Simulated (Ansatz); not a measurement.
AsSe2. The state is a doublet with charge 0. Geometry PBE0-D4/def2-TZVP; atoms count from 1.

```xyz
3

As   -1.294    1.304   -0.381
Se    0.494   -1.698    0.556
Se    0.801    0.394   -0.175
```

The charge 0 doublet is spin-contaminated (final ⟨S²⟩ up to 1.36, 0.75 for a pure state). The geometry of the doublet was relaxed on an unsound state (⟨S²⟩ 1.36, where a pure state has 0.75). Another isomer (doublet) lies 1.04 eV lower at PBE0-D4/def2-TZVP; other spin states weren't run for this one.

Question: Estimate the Mulliken populations from the PBE0/def2-TZVP orbitals of Ansatz.

Answer: 
```tsv
atom	charge (e)	spin (α − β)
As1	0.13	1.71
Se2	-0.18	-0.48
Se3	0.04	-0.24
```
Mulliken values and Mayer orders depend strongly on the basis.

Question: Where does the spin sit?

Answer: Summed by element: As 1.71, Se -0.71, of 1 unpaired in all. Largest on single atoms: As1 1.71, Se2 -0.48, Se3 -0.24.

Question: And the Mayer bond orders between bonded heavy atoms (over 0.3)?

Answer: As1–Se3 1.32 (2.29 Å); Se2–Se3 1.50 (2.24 Å).
